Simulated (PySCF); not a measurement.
Compound: C4H8BFO2.
Numbering: `[CH3:1][C@@:2]1([CH2:3][F:4])[CH2:5][O:6][BH:7][O:8]1` (hydrogens: H9, H10, H11 on C1; H12, H13 on C3; H14, H15 on C5; H16 on B7)

Computed, not measured: PBE0-D3(BJ)/def2-SVP geometry optimisation, gas phase (PySCF).

Problem. Give the optimised bond lengths and angles.

Solution. 
```tsv
bond	length (pm)
C1–C2	151.2
C2–C3	152.4
C3–F4	137.2
C2–C5	154.5
C5–O6	141.8
O6–B7	136.0
B7–O8	136.5
C2–O8	143.0
C1–H9, C1–H10, C1–H11	110.0
C3–H12	110.4
C3–H13	110.3
C5–H14	110.3
C5–H15	110.1
B7–H16	120.0
```

Bonds in one row agree within 1 pm and their mean is given. A selection of angles:
```tsv
angle	degrees
C1–C2–C3	111.5
C1–C2–C5	113.5
C1–C2–O8	110.6
C3–C2–C5	110.9
C3–C2–O8	106.0
C5–C2–O8	103.7
C2–C3–F4	109.7
C2–C5–O6	105.1
C5–O6–B7	107.7
O6–B7–O8	113.5
C2–O8–B7	108.0
```

Dihedral angles: C1–C2–C3–F4 61° (synclinal); C1–C2–C5–O6 134° (anticlinal); C2–C5–O6–B7 -12° (synperiplanar); C5–O6–B7–O8 5° (synperiplanar); O6–B7–O8–C2 5° (synperiplanar); C1–C2–O8–B7 -133° (anticlinal).

The 5-membered ring C2–C5–O6–B7–O8 has internal angles of 103.7° to 113.5° (sum 538°, against 540° for a flat polygon); it is slightly puckered (a soft mode that the optimisation may not have finished), 0.06 Å rms from its mean plane, widest ring torsion 14°. Of the pairs four or more bonds apart, F4···H15 is among the closest relative to their van der Waals radii: 2.58 Å, 97 % of the sum of Bondi's values. B7 (three-coordinate boron) is planar (angles 123.3°, 123.2° and 113.5°, sum 360.0°, 0.00 Å off the plane of its three neighbours). The 3 C–C bonds span 1.512 Å (C1–C2, drawn single) to 1.545 Å (C2–C5, drawn single), a spread of 0.033 Å.

Point group: C1 (no symmetry element, even within 0.4 Å). Not checked by PBE0-D3(BJ)/def2-SVP frequencies. The numbers are those of one conformer.
